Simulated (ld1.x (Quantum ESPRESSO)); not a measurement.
## Transferability test, TM potential for selenium

* Element: selenium (Se)
* Generator: ld1.x (Quantum ESPRESSO) 7.5
* Type: norm-conserving Troullier–Martins (Kleinman–Bylander form)
* Functional: PBEsol
* Relativity: scalar-relativistic
* Frozen core: [Ar]
* Valence charge: 16
* Reference configuration: 3d10 4s2 4p4
* Partial waves: 4s (bound): rc 1.55 bohr; 4p (bound): rc 1.40 bohr; 3d (bound): rc 0.85 bohr
* Local potential: all-electron potential smoothed inside 1.40 bohr (lloc = -2)
* Core correction: a·sin(br)/r model core, default radius (core density twice the valence density)

Energies are relative to the spin-unpolarised reference configuration 3d10 4s2 4p4; without spin polarisation the order of configurations can differ from experiment. The frozen-core shift is the all-electron ΔE with the core orbitals held at their reference shape minus the fully relaxed ΔE.

| valence configuration | charge | ΔE all-electron (eV) | error AE − PS (meV) | frozen-core shift (meV) |
| --- | --- | --- | --- | --- |
| 3d10 4s2 4p3 | +1 | 10.850 | +1.3 | +1.2 |
| 3d10 4s2 4p2 | +2 | 31.217 | +10.0 | +4.1 |
| 3d10 4s2 4p1 | +3 | 62.118 | +25 | +11 |
| 3d10 4s0 4p6 | 0 | 21.980 | 0.0 | +1.9 |
| 3d10 4s2 4p3.5 | +0.5 | 4.310 | 0.0 | +0.4 |
| 3d10 4s2 4p0 | +4 | 104.328 | +33 | +24 |

Task: What are ΔE and the potential's error for 3d10 4s1 4p5?

Result: ΔE = 10.888 eV all-electron; the error (AE − PS) is -0.5 meV.

Levels in the configuration 3d10 4s2 4p0:

```tsv
level	all-electron (eV)	pseudo (eV)
3d	-104.320	-103.686
4s	-61.748	-61.720
```
